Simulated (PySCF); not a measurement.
Potential energy surface of F2Si, singlet: symmetric bend, bond length relaxed. Scanned: F-Si-F angle. Other coordinates (Si-F bond length) were minimised at PBE0/def2-TZVP.

The free coordinates were minimised at PBE0/def2-TZVP in PySCF; the energy column is CCSD(T) on RHF/cc-pVTZ, 7 core orbitals frozen run with PySCF 2.14.0, in kcal/mol.

```json
[
 {"a / °": "180", "Si-F bond length / Å": "1.634", "E": "43.2"},
 {"a / °": "170", "Si-F bond length / Å": "1.633", "E": "41.9"},
 {"a / °": "160", "Si-F bond length / Å": "1.628", "E": "37.9"},
 {"a / °": "150", "Si-F bond length / Å": "1.621", "E": "31.5"},
 {"a / °": "140", "Si-F bond length / Å": "1.613", "E": "23.3"},
 {"a / °": "130", "Si-F bond length / Å": "1.606", "E": "14.8"},
 {"a / °": "120", "Si-F bond length / Å": "1.601", "E": "7.3"},
 {"a / °": "110", "Si-F bond length / Å": "1.599", "E": "1.9"},
 {"a / °": "100", "Si-F bond length / Å": "1.602", "E": "0.0"},
 {"a / °": "90", "Si-F bond length / Å": "1.612", "E": "3.3"},
 {"a / °": "80", "Si-F bond length / Å": "1.636", "E": "14.5"}
]
```
